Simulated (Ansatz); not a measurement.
Basis-set extrapolation for C3H5ClSi (`CC#C[SiH2]Cl`) (PBE0-D4/def2-TZVP geometry, frozen core, the Gaussian-basis code of Ansatz). Multiplicity 1, RHF reference.

```csv
,def2-TZVPP,def2-QZVPP
HF,-865.028615,-865.055327
MP2 correlation,-0.779516,-0.838725
CCSD(T) correlation,-0.864510,not run
```

Energies in hartree. Use E(X) = E(∞) + A·exp(−7.88·√X) for Hartree–Fock and E(X) = E(∞) + B·X^(−2.97) for correlation, with X = 3 and 4, and add CCSD(T) minus MP2 of the smaller set to the MP2 limit.

What is the CCSD(T) energy at the basis-set limit?

HF limit: -865.055327 + (-0.026712) × 0.13774 = -865.05901. MP2 limit: -0.838725 + (-0.059209) × 0.74074 = -0.88258. Higher-order term: -0.864510 − (-0.779516) = -0.08499. Total: -866.02658 hartree, 83.7 kcal/mol below CCSD(T)/def2-TZVPP.
